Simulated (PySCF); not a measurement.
**Radial density of F (fluorine, neutral)**

PW91, [He] 2s1 2p6, 2S determinant (an excited configuration). All numbers are calculated (PySCF 2.14, the non-relativistic Hamiltonian (point nucleus), in dyall-av3z).

```
r (bohr)  4πr²ρ (e/bohr)  4πr²(ρα − ρβ)
 0.00232         0.02842         0.0008
 0.00390         0.07818         0.0022
 0.00656          0.2108         0.0059
  0.0110          0.5503         0.0154
  0.0186           1.359         0.0378
  0.0312           3.064         0.0843
  0.0525           5.930         0.1576
  0.0883           8.931         0.2113
   0.149           9.063         0.1353
   0.250           5.700         0.0249
   0.420           4.610         0.4701
   0.707           5.999         1.1527
    1.19           3.988         0.6654
    2.00           1.037         0.0500
    3.36         0.08784        -0.0101
    5.66        0.001367        -0.0004
```

Question: Where is the radial spin density 4πr²(ρα − ρβ) most negative, and why is it negative at all?

Answer: Around r = 3.36 bohr, down to -0.0101 e/bohr: exchange with the open shell polarises the paired shells in an unrestricted calculation.
